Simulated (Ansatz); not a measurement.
Start from `N[SiH2][GaH2]` and change one element to get `N[SiH2][AlH2]`.

Ansatz, PBE0-D4/def2-TZVP geometries, multiplicity 1. Each molecule was computed in one conformer, which needn't be the lowest.

Scalar relativity is left out up to krypton.

```tsv
property	`N[SiH2][GaH2]`
LUMO energy (PBE/def2-TZVPP) / eV	-2.75
HOMO–LUMO gap (ωB97M-V/def2-TZVPP) / eV	9.00
HOMO–LUMO gap (B3LYP/def2-TZVPP) / eV	4.71
HOMO energy (PBE0/def2-TZVPP) / eV	-7.12
size of the dipole moment (ωB97M-V/def2-TZVPP) / D	1.39
ideal-gas entropy at 298 K and 1 bar (rigid rotor, harmonic PBE0-D4/def2-TZVP) / J/(mol·K)	338
```

Question: Give the same properties after the change, and the shifts. (Best estimate.)

Answer: The calculation gave: 
```json
{"property": "LUMO energy (PBE/def2-TZVPP) / eV", "`N[SiH2][AlH2]`": "-2.69", "shift": "0.06"}
{"property": "HOMO–LUMO gap (ωB97M-V/def2-TZVPP) / eV", "`N[SiH2][AlH2]`": "8.88", "shift": "-0.12"}
{"property": "HOMO–LUMO gap (B3LYP/def2-TZVPP) / eV", "`N[SiH2][AlH2]`": "4.77", "shift": "0.06"}
{"property": "HOMO energy (PBE0/def2-TZVPP) / eV", "`N[SiH2][AlH2]`": "-7.09", "shift": "0.03"}
{"property": "size of the dipole moment (ωB97M-V/def2-TZVPP) / D", "`N[SiH2][AlH2]`": "1.26", "shift": "-0.13"}
{"property": "ideal-gas entropy at 298 K and 1 bar (rigid rotor, harmonic PBE0-D4/def2-TZVP) / J/(mol·K)", "`N[SiH2][AlH2]`": "329", "shift": "-9"}
```

Dipoles are sizes alone; their direction can turn.

B3LYP here is the variant with VWN-RPA as its local correlation; programs differ in this.
